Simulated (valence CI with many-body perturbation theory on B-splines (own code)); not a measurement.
## E1 transitions of Rh38+

Method: configuration interaction combined with many-body perturbation theory (CI+MBPT): five valence electrons over a frozen Dirac-Fock core [He], radial functions for each j: 11 s, 11 p, 10 d, 8 f, 5 g, 2 h, with the one-electron correlation potential Σ1, the two-electron term Σ2, the three-electron term Σ3, Breit, model QED; selected CI, second order for the rest, scaled by the run's own slope (own B-spline code, finite nucleus).

No measured spectrum was set against this ion. As an estimate, large intervals hold to a few tenths of a per cent, small ones and those within an open d or f shell to about a per cent. Among the levels kept, up to 11000 cm⁻¹ of a level comes from second order outside the variational space, and about a tenth of that is noise between levels of different J, which matters for small intervals.

Lines 101 to 150 of 574 in falling wavelength, among levels below 31002 × 10³ cm⁻¹, chosen from the strongest by gf and those to the six lowest levels. Wavelengths and rates use the calculated energies. Electric multipoles are in the length gauge with retardation, E1 and E2 with the static RPA response of the core. Weak lines are less certain than strong ones. Lines between different terms over intervals too small for the method are left out, as are lines whose strength nearly cancels. The highest levels of a list are the least certain.

Levels are named by their leading jj configuration (3d3/2^4 stands for four electrons in 3d with j = 3/2), which in mixed levels can hold well under half, so a name can repeat and another be missing. Letters in brackets count levels of one name in rising energy.

```tsv
λ vac (Å)	Upper	Lower	A (s⁻¹)	S (a.u.)
126.1	(2s 2p1/2^2 2p3/2 3d3/2) J=5/2 [a]	(2s 2p1/2^2 2p3/2 3p1/2) J=3/2 [a]	9.83e+09	5.83e-02
125.8	(2s 2p1/2 2p3/2^2 3p3/2) J=3/2 [c]	(2s 2p1/2 2p3/2^2 3s) J=1/2 [a]	2.10e+10	8.26e-02
125.6	(2s 2p1/2 2p3/2^2 3d5/2) J=7/2 [a]	(2s 2p1/2 2p3/2^2 3p1/2) J=5/2 [a]	1.05e+10	8.21e-02
125.6	(2s 2p1/2 2p3/2^2 3p3/2) J=5/2 [d]	(2s 2p1/2 2p3/2^2 3s) J=3/2 [c]	1.58e+10	9.26e-02
125.4	(2s^2 2p1/2 2p3/2 3p3/2) J=3/2 [a]	(2s^2 2p1/2 2p3/2 3s) J=1/2	1.27e+10	4.93e-02
125.1	(2s 2p1/2^2 2p3/2 3p3/2) J=1/2 [a]	(2s 2p1/2^2 2p3/2 3s) J=3/2 [a]	1.97e+10	3.80e-02
125.0	(2s 2p1/2 2p3/2^2 3p3/2) J=5/2 [d]	(2s 2p1/2 2p3/2^2 3s) J=5/2 [c]	6.76e+09	3.91e-02
124.5	(2s 2p1/2 2p3/2^2 3p3/2) J=5/2 [e]	(2s 2p1/2 2p3/2^2 3s) J=3/2 [d]	2.14e+10	1.23e-01
124.5	(2s^2 2p1/2 2p3/2 3d5/2) J=7/2 [a]	(2s^2 2p1/2 2p3/2 3p1/2) J=5/2	4.41e+09	3.36e-02
124.5	(2s 2p1/2 2p3/2^2 3p3/2) J=3/2 [d]	(2s 2p1/2 2p3/2^2 3s) J=3/2 [b]	9.28e+09	3.53e-02
124.4	(2s 2p1/2 2p3/2^2 3d5/2) J=5/2 [d]	(2s 2p1/2 2p3/2^2 3p1/2) J=3/2 [c]	7.96e+09	4.54e-02
124.2	(2s 2p1/2 2p3/2^2 3p1/2) J=5/2 [b]	(2s 2p1/2 2p3/2^2 3s) J=5/2 [a]	7.31e+09	4.15e-02
124.1	(2s 2p1/2^2 2p3/2 3d3/2) J=3/2 [a]	(2s 2p1/2^2 2p3/2 3p1/2) J=3/2 [a]	1.66e+10	6.25e-02
123.7	(2s 2p1/2 2p3/2^2 3d3/2) J=9/2	(2s 2p1/2 2p3/2^2 3p1/2) J=7/2	1.80e+10	1.69e-01
123.5	(2s^2 2p3/2^2 3d3/2) J=3/2 [b]	(2s^2 2p3/2^2 3p3/2) J=1/2	1.48e+10	5.49e-02
123.3	(2s 2p1/2 2p3/2^2 3p3/2) J=3/2 [e]	(2s 2p1/2 2p3/2^2 3s) J=3/2 [d]	1.35e+10	4.99e-02
123.3	(2s 2p1/2^2 2p3/2 3d3/2) J=1/2 [a]	(2s 2p1/2^2 2p3/2 3p1/2) J=3/2 [a]	2.14e+10	3.96e-02
123.2	(2s 2p1/2 2p3/2^2 3d3/2) J=7/2 [c]	(2s 2p1/2 2p3/2^2 3p1/2) J=5/2 [c]	1.57e+10	1.16e-01
122.8	(2s^2 2p3/2^2 3d3/2) J=3/2 [a]	(2s^2 2p3/2^2 3p1/2) J=3/2	1.40e+10	5.13e-02
122.6	(2s 2p1/2^2 2p3/2 3p3/2) J=3/2 [b]	(2s 2p1/2^2 2p3/2 3s) J=3/2 [b]	1.49e+10	5.43e-02
122.5	(2s 2p1/2^2 2p3/2 3d3/2) J=5/2 [b]	(2s 2p1/2^2 2p3/2 3p1/2) J=3/2 [b]	2.31e+10	1.26e-01
122.1	(2s^2 2p1/2 2p3/2 3d3/2) J=5/2	(2s^2 2p1/2 2p3/2 3p1/2) J=3/2 [a]	1.78e+10	9.60e-02
122.0	(2s 2p1/2 2p3/2^2 3d3/2) J=3/2 [c]	(2s 2p1/2 2p3/2^2 3p1/2) J=1/2 [a]	1.86e+10	6.66e-02
122.0	(2s^2 2p3/2^2 3d3/2) J=5/2	(2s^2 2p3/2^2 3p1/2) J=3/2	7.86e+09	4.23e-02
121.9	(2s 2p1/2 2p3/2^2 3p3/2) J=5/2 [b]	(2s 2p1/2^2 2p3/2 3d5/2) J=5/2 [a]	1.02e+10	5.50e-02
121.9	(2s 2p1/2 2p3/2^2 3d3/2) J=3/2 [a]	(2s 2p1/2 2p3/2^2 3p1/2) J=3/2 [a]	1.80e+10	6.42e-02
121.5	(2s^2 2p3/2^2 3d3/2) J=7/2	(2s^2 2p3/2^2 3p1/2) J=5/2	1.64e+10	1.16e-01
121.4	(2s 2p1/2 2p3/2^2 3d3/2) J=5/2 [c]	(2s 2p1/2 2p3/2^2 3p1/2) J=3/2 [b]	9.13e+09	4.84e-02
121.1	(2s^2 2p1/2^2 3p3/2) J=3/2	(2s^2 2p1/2^2 3s) J=1/2	3.34e+10	1.17e-01
120.6	(2s 2p1/2 2p3/2^2 3p3/2) J=3/2 [f]	(2s 2p1/2 2p3/2^2 3s) J=1/2 [c]	1.01e+10	3.49e-02
120.6	(2s 2p3/2^3 3p3/2) J=5/2	(2s 2p3/2^3 3s) J=5/2	1.80e+10	9.36e-02
120.5	(2s^2 2p1/2 2p3/2 3d3/2) J=7/2	(2s^2 2p1/2 2p3/2 3p1/2) J=5/2	1.62e+10	1.12e-01
120.4	(2s 2p1/2 2p3/2^2 3d3/2) J=5/2 [a]	(2s 2p1/2 2p3/2^2 3p1/2) J=3/2 [a]	1.03e+10	5.33e-02
120.4	(2s 2p1/2 2p3/2^2 3p3/2) J=3/2 [a]	(2s 2p1/2 2p3/2^2 3s) J=3/2 [a]	1.98e+10	6.83e-02
120.1	(2s 2p1/2 2p3/2^2 3d3/2) J=1/2 [a]	(2s 2p1/2 2p3/2^2 3p1/2) J=3/2 [a]	2.30e+10	3.93e-02
119.8	(2s^2 2p1/2^2 3d3/2) J=3/2	(2s^2 2p1/2^2 3p1/2) J=1/2	2.31e+10	7.84e-02
119.2	(2s 2p1/2 2p3/2^2 3d3/2) J=3/2 [d]	(2s 2p1/2 2p3/2^2 3p1/2) J=1/2 [b]	1.10e+10	3.66e-02
119.1	(2s 2p1/2^2 2p3/2 3p3/2) J=3/2 [b]	(2s 2p1/2^2 2p3/2 3s) J=1/2	2.11e+10	7.02e-02
118.5	(2s 2p1/2 2p3/2^2 3p3/2) J=5/2 [b]	(2s 2p1/2 2p3/2^2 3s) J=5/2 [b]	1.32e+10	6.52e-02
118.5	(2s^2 2p1/2 2p3/2 3d3/2) J=3/2 [a]	(2s^2 2p1/2 2p3/2 3p1/2) J=1/2	1.30e+10	4.27e-02
118.4	(2s 2p1/2 2p3/2^2 3d5/2) J=5/2 [e]	(2s 2p1/2 2p3/2^2 3p1/2) J=3/2 [c]	6.45e+09	3.17e-02
118.1	(2s 2p1/2 2p3/2^2 3d3/2) J=7/2 [b]	(2s 2p1/2 2p3/2^2 3p1/2) J=7/2	1.02e+10	6.61e-02
117.5	(2s^2 2p3/2^2 3p3/2) J=3/2 [b]	(2s^2 2p3/2^2 3s) J=1/2	1.20e+10	3.85e-02
117.0	(2s^2 2p1/2 2p3/2 3p3/2) J=5/2 [b]	(2s^2 2p1/2 2p3/2 3s) J=3/2 [b]	2.07e+10	9.80e-02
115.4	(2s^2 2p1/2 2p3/2 3d3/2) J=1/2 [a]	(2s^2 2p1/2 2p3/2 3p1/2) J=1/2	2.13e+10	3.23e-02
115.3	(2s 2p1/2 2p3/2^2 3d3/2) J=7/2 [a]	(2s 2p1/2 2p3/2^2 3p1/2) J=5/2 [a]	1.19e+10	7.22e-02
115.2	(2s 2p1/2^2 2p3/2 3p3/2) J=1/2 [b]	(2s 2p1/2^2 2p3/2 3s) J=1/2	3.51e+10	5.30e-02
112.1	(2s^2 2p1/2 2p3/2 3p3/2) J=5/2 [b]	(2s^2 2p1/2 2p3/2 3s) J=5/2	1.47e+10	6.11e-02
111.6	(2s 2p1/2 2p3/2^2 3d5/2) J=9/2 [b]	(2s 2p1/2 2p3/2^2 3p1/2) J=7/2	5.13e+09	3.53e-02
111.4	(2s 2p1/2^2 2p3/2 3p3/2) J=5/2 [a]	(2s 2p1/2^2 2p3/2 3s) J=5/2	1.85e+10	7.56e-02
```
